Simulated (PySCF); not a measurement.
C6H10O.
Atom-mapped SMILES: `[CH2:1]=[CH:2][C:3](=[O:4])[CH:5]([CH3:6])[CH3:7]` (hydrogens: H8, H9 on C1; H10 on C2; H11 on C5; H12, H13, H14 on C6; H15, H16, H17 on C7)

Geometry (GFN2-xTB, Å), atoms numbered from 1 in this order:
```xyz
17
C6H10O angstrom
C      2.9496   -0.3006   -0.2441
C      1.6856   -0.6042    0.0216
C      0.6336    0.4397    0.0404
O      0.8648    1.5982   -0.2183
C     -0.7596   -0.0670    0.3840
C     -1.3304   -0.7472   -0.8659
C     -1.6590    1.0773    0.8378
H      3.2215    0.7207   -0.4584
H      3.7368   -1.0352   -0.2560
H      1.3806   -1.6163    0.2471
H     -0.6721   -0.8111    1.1832
H     -2.3125   -1.1614   -0.6486
H     -1.4311   -0.0201   -1.6686
H     -0.6823   -1.5512   -1.2081
H     -2.6719    0.7214    1.0102
H     -1.2796    1.5164    1.7576
H     -1.6810    1.8526    0.0760
```

Computed geometry: GFN2-xTB, gas phase.

Take the most abundant isotopes and a rigid rotor. The values belong to one conformer with, in the numbering `[CH2:1]=[CH:2][C:3](=[O:4])[CH:5]([CH3:6])[CH3:7]`, C1–C2–C3–O4 2°, C2–C3–C5–C6 -78°.

(1) Give the principal moments of inertia and the rotational constants in GHz.

(2) What kind of rotor is it?

(3) Is it planar, by Δ = Ic − Ia − Ib?

(4) Give the other two planar moments, Paa and Pbb, and the rms extents of the mass along the axes.

(5) Estimate the classical rotational partition function at 10 K, 25 K and 200 K.

Results:

(1) Ia = 106.47, Ib = 282.40, Ic = 340.68 u·Å²; 505379 MHz·u·Å²/I gives 4747, 1790 and 1483 MHz, that is A = 4.7466, B = 1.7896, C = 1.4834 GHz.

(2) An asymmetric top. Ray's parameter κ = (2B − A − C)/(A − C) = -0.812; −1 is the prolate and +1 the oblate limit.

(3) Not planar: Δ = Ic − Ia − Ib = -48.19 u·Å². For a rigid frame Δ = −2 Σ m c², so Σ m c² = 24.10 u·Å² lies off the ab plane: 8.30 from hydrogen and 15.79 from heavier atoms. The atom farthest from that plane is 1.60 Å away.

(4) Paa = Σ m a² = (Ib + Ic − Ia)/2 = 258.30 and Pbb = Σ m b² = (Ia + Ic − Ib)/2 = 82.38 u·Å². With the mass M = 98.07 u, the rms extents √(P/M) along a, b and c are 1.62, 0.92, 0.50 Å.

(5) Point group C1, symmetry number σ = 1; q = (√π/σ)·√((kT/h)³/(ABC)), k/h = 20836.6 MHz/K: 1500 at 10 K, 5940 at 25 K, 134000 at 200 K.

No frequency check. These are rigid-rotor constants of the computed structure; measured ground-state constants (B0) also hold zero-point vibration.
